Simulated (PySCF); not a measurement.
PySCF job for Si(NHSiH3)2(Cl)2 (Cl₂H₈N₂Si₃), SMILES Cl[Si](N[SiH3])(Cl)N[SiH3], TDA-PBE/def2-SVPD. The structure is a stationary point at B3LYP-D3(BJ)/def2-SVP. Other conformers were not sampled.

```python
import numpy as np
from pyscf import gto, scf, dft, tdscf

mol = gto.M(
    atom='''
    Si   -2.26383045   -0.78757995    1.29879806
    N    -0.87238603    0.24746814    0.98729399
    Si    0.12720251    0.34118052   -0.40140917
    Cl   -0.49123043   -1.22419621   -1.61897281
    Cl   -0.10118241    2.08257199   -1.50321221
    N     1.76409024    0.23521336    0.08200064
    Si    2.31900493   -0.55383265    1.55081012
    H    -1.87597443   -2.22337036    1.32922650
    H    -2.77139397   -0.38106046    2.63979874
    H    -3.34107916   -0.60227007    0.28782058
    H    -0.70338490    0.96414619    1.69137534
    H     2.47267723    0.61343382   -0.54154999
    H     1.70413233   -1.90162983    1.69764160
    H     3.79943796   -0.67798091    1.44207957
    H     1.99139619    0.24082180    2.77090476
    ''',
    basis='def2-SVPD',
    charge=0,
    spin=0,
    max_memory=1600,
    verbose=4,
)
mf = dft.RKS(mol, xc='pbe').density_fit(auxbasis='def2-universal-jkfit')
mf.grids.level = 3
mf.conv_tol = 1e-9
mf.max_cycle = 100
mf.kernel()
mf.grids = dft.Grids(mol).set(level=1).build(with_non0tab=True)  # coarser grid for the response kernel
td = tdscf.TDA(mf)
td.singlet = True
td.nstates = 6
td.conv_tol = 1e-4
td.positive_eig_threshold = 1e-6
td.kernel(x0=td.get_init_guess(mf, 11))
td.analyze()
tt = tdscf.TDA(mf)
tt.singlet = False
tt.nstates = 2
tt.conv_tol = 1e-4
tt.positive_eig_threshold = 1e-6
tt.kernel(x0=tt.get_init_guess(mf, 7))
tt.analyze(verbose=3)
```

It prints:

```
PySCF version 2.14.0

[INPUT] verbose = 4
[INPUT] num. atoms = 15
[INPUT] num. electrons = 98
[INPUT] charge = 0
[INPUT] spin (= nelec alpha-beta = 2S) = 0
[INPUT] symmetry False subgroup None
[INPUT] Mole.unit = angstrom
[INPUT] Symbol           X                Y                Z      unit          X                Y                Z       unit  Magmom
[INPUT]  1 Si    -2.263830450000  -0.787579950000   1.298798060000 AA   -4.278019542951  -1.488310406699   2.454372624516 Bohr   0.0
[INPUT]  2 N     -0.872386030000   0.247468140000   0.987293990000 AA   -1.648570671597   0.467647009156   1.865715245529 Bohr   0.0
[INPUT]  3 Si     0.127202510000   0.341180520000  -0.401409170000 AA    0.240377906257   0.644737741837  -0.758553395189 Bohr   0.0
[INPUT]  4 Cl    -0.491230430000  -1.224196210000  -1.618972810000 AA   -0.928290976752  -2.313395559631  -3.059415214018 Bohr   0.0
[INPUT]  5 Cl    -0.101182410000   2.082571990000  -1.503212210000 AA   -0.191207043523   3.935490695790  -2.840659384002 Bohr   0.0
[INPUT]  6 N      1.764090240000   0.235213360000   0.082000640000 AA    3.333647412618   0.444488831239   0.154958751639 Bohr   0.0
[INPUT]  7 Si     2.319004930000  -0.553832650000   1.550810120000 AA    4.382284199216  -1.046592027342   2.930606398004 Bohr   0.0
[INPUT]  8 H     -1.875974430000  -2.223370360000   1.329226500000 AA   -3.545077889387  -4.201561053876   2.511874042514 Bohr   0.0
[INPUT]  9 H     -2.771393970000  -0.381060460000   2.639798740000 AA   -5.237175586571  -0.720099906301   4.988496642572 Bohr   0.0
[INPUT] 10 H     -3.341079160000  -0.602270070000   0.287820580000 AA   -6.313724572892  -1.138125485323   0.543902069213 Bohr   0.0
[INPUT] 11 H     -0.703384900000   0.964146190000   1.691375340000 AA   -1.329204821155   1.821972243143   3.196236166443 Bohr   0.0
[INPUT] 12 H      2.472677230000   0.613433820000  -0.541549990000 AA    4.672682759148   1.159221915346  -1.023381163861 Bohr   0.0
[INPUT] 13 H      1.704132330000  -1.901629830000   1.697641600000 AA    3.220343383717  -3.593559569003   3.208077681668 Bohr   0.0
[INPUT] 14 H      3.799437960000  -0.677980910000   1.442079570000 AA    7.179897171676  -1.281198237583   2.725135437131 Bohr   0.0
[INPUT] 15 H      1.991396190000   0.240821800000   2.770904760000 AA    3.763193404602   0.455087246825   5.236251113654 Bohr   0.0

nuclear repulsion = 741.188482596003
number of shells = 100
number of NR pGTOs = 356
number of NR cGTOs = 230
basis = def2-SVPD
ecp = {}


******** <class 'pyscf.df.df_jk.DFRKS'> ********
method = DFRKS
initial guess = minao
damping factor = 0
level_shift factor = 0
DIIS = <class 'pyscf.scf.diis.CDIIS'>
diis_start_cycle = 1
diis_space = 8
diis_damp = 0
SCF conv_tol = 1e-09
SCF conv_tol_grad = None
SCF max_cycles = 100
direct_scf = False
XC library pyscf.dft.libxc version 7.1.2
    S. Lehtola, C. Steigemann, M. J. T. Oliveira, and M. A. L. Marques,  SoftwareX 7, 1–5 (2018)
XC functionals = pbe
    J. P. Perdew, K. Burke, and M. Ernzerhof,  Phys. Rev. Lett. 77, 3865 (1996)
    J. P. Perdew, K. Burke, and M. Ernzerhof,  Phys. Rev. Lett. 78, 1396 (1997)
    J. P. Perdew, K. Burke, and M. Ernzerhof,  Phys. Rev. Lett. 77, 3865 (1996)
    J. P. Perdew, K. Burke, and M. Ernzerhof,  Phys. Rev. Lett. 78, 1396 (1997)
radial grids:
    Treutler-Ahlrichs [JCP 102, 346 (1995); DOI:10.1063/1.469408] (M4) radial grids

becke partition: Becke, JCP 88, 2547 (1988); DOI:10.1063/1.454033
pruning grids: <function nwchem_prune>
grids dens level: 3
symmetrized grids: False
atomic radii adjust function: <function treutler_atomic_radii_adjust>
small_rho_cutoff = 0
Set gradient conv threshold to 3.16228e-05
Initial guess from minao.
tot grids = 201568
init E= -1902.09999464045
  HOMO = -0.312984522156927  LUMO = -0.0673310224247552  gap/eV = 6.68457
cycle= 1 E= -1901.69073229351  delta_E= 0.409  |g|= 0.71  |ddm|= 5.75
  HOMO = -0.163673237797636  LUMO = -0.0245876967198089  gap/eV = 3.78471
cycle= 2 E= -1901.41545456136  delta_E= 0.275  |g|= 1.29  |ddm|=  2.3
  HOMO = -0.255077754096273  LUMO = -0.0446471975243425  gap/eV = 5.72611
cycle= 3 E= -1901.79484972928  delta_E= -0.379  |g|= 0.186  |ddm|= 1.58
  HOMO = -0.244841000148249  LUMO = -0.0403489598607654  gap/eV = 5.56451
cycle= 4 E= -1901.80397927922  delta_E= -0.00913  |g|= 0.0604  |ddm|= 0.391
  HOMO = -0.247618889857228  LUMO = -0.0422580621546489  gap/eV = 5.58815
cycle= 5 E= -1901.80494918793  delta_E= -0.00097  |g|= 0.0177  |ddm|= 0.127
  HOMO = -0.246893419922543  LUMO = -0.0417747610275723  gap/eV = 5.58156
cycle= 6 E= -1901.80503675022  delta_E= -8.76e-05  |g|= 0.00385  |ddm|= 0.0368
  HOMO = -0.247064610983774  LUMO = -0.04186881370034  gap/eV = 5.58366
cycle= 7 E= -1901.80504170433  delta_E= -4.95e-06  |g|= 0.000744  |ddm|= 0.00878
  HOMO = -0.247056163675679  LUMO = -0.0418493937113573  gap/eV = 5.58396
cycle= 8 E= -1901.80504183806  delta_E= -1.34e-07  |g|= 0.000466  |ddm|= 0.00167
  HOMO = -0.247032493186301  LUMO = -0.0418458985552932  gap/eV = 5.58341
cycle= 9 E= -1901.80504188771  delta_E= -4.96e-08  |g|= 6.9e-05  |ddm|= 0.000585
  HOMO = -0.247036077233511  LUMO = -0.0418459813522616  gap/eV = 5.58351
cycle= 10 E= -1901.80504188891  delta_E= -1.2e-09  |g|= 1.86e-05  |ddm|= 0.000154
  HOMO = -0.247037660300491  LUMO = -0.0418469165433604  gap/eV = 5.58352
cycle= 11 E= -1901.80504188902  delta_E= -1.11e-10  |g|= 3.53e-06  |ddm|= 4.72e-05
  HOMO = -0.24703741441502  LUMO = -0.0418468272297883  gap/eV = 5.58352
Extra cycle  E= -1901.80504188901  delta_E= 9.55e-12  |g|= 4.6e-06  |ddm|= 1.85e-05
converged SCF energy = -1901.80504188901
tot grids = 61888
Overwritten attributes  positive_eig_threshold  of <class 'pyscf.tdscf.rks.TDA'>


******** <class 'pyscf.tdscf.rks.TDA'> for <class 'pyscf.df.df_jk.DFRKS'> ********
nstates = 6 singlet
deg_eia_thresh = 1.000e-03
wfnsym = None
conv_tol = 0.0001
eigh lindep = 1e-12
eigh level_shift = 0
eigh max_cycle = 100


Excitation energies (eV)
[5.66189702 5.75526281 6.17113076 6.2605183  6.41921305 6.54022042]

** Singlet excitation energies and oscillator strengths **
Excited State   1:      5.66190 eV    218.98 nm  f=0.0054
      49 -> 50       -0.70102
Excited State   2:      5.75526 eV    215.43 nm  f=0.0111
      48 -> 50        0.69943
Excited State   3:      6.17113 eV    200.91 nm  f=0.0150
      49 -> 51        0.69382
Excited State   4:      6.26052 eV    198.04 nm  f=0.0067
      48 -> 51        0.69188
      49 -> 52       -0.11690
Excited State   5:      6.41921 eV    193.15 nm  f=0.0082
      48 -> 51        0.10126
      48 -> 52       -0.13083
      49 -> 52        0.67424
Excited State   6:      6.54022 eV    189.57 nm  f=0.0265
      48 -> 52        0.61584
      48 -> 53        0.22376
      49 -> 53        0.22375

** Transition electric dipole moments (AU) **
state          X           Y           Z        Dip. S.      Osc.
  1        -0.0921      0.1738     -0.0041      0.0387      0.0054
  2         0.1845     -0.0862      0.1937      0.0790      0.0111
  3         0.2616      0.1126      0.1340      0.0991      0.0150
  4         0.1291     -0.0816     -0.1416      0.0434      0.0067
  5         0.1122     -0.1116     -0.1645      0.0521      0.0082
  6         0.4033      0.0471      0.0134      0.1651      0.0265

** Transition velocity dipole moments (imaginary part, AU) **
state          X           Y           Z        Dip. S.      Osc.
  1        -0.0162      0.0266     -0.0035      0.0010      0.0031
  2         0.0305     -0.0140      0.0314      0.0021      0.0067
  3         0.0444      0.0161      0.0184      0.0026      0.0076
  4         0.0284     -0.0160     -0.0117      0.0012      0.0035
  5         0.0208     -0.0273     -0.0289      0.0020      0.0057
  6         0.0665      0.0130      0.0110      0.0047      0.0131

** Transition magnetic dipole moments (imaginary part, AU) **
state          X           Y           Z
  1        -0.3080      0.0961     -0.1861
  2        -0.4316     -0.1641      0.1521
  3        -0.3199      0.1638      0.2716
  4        -0.1392     -0.2109      0.2976
  5         0.3829     -0.2389      0.1364
  6        -0.0041     -0.3979     -0.2000


******** <class 'pyscf.tdscf.rks.TDA'> for <class 'pyscf.df.df_jk.DFRKS'> ********
nstates = 2 triplet
deg_eia_thresh = 1.000e-03
wfnsym = None
conv_tol = 0.0001
eigh lindep = 1e-12
eigh level_shift = 0
eigh max_cycle = 100


Excitation energies (eV)
[5.47637664 5.57487793]

** Triplet excitation energies and oscillator strengths **
Excited State   1:      5.47638 eV    226.40 nm  f=0.0000
Excited State   2:      5.57488 eV    222.40 nm  f=0.0000
```

Self-consistency was reached.
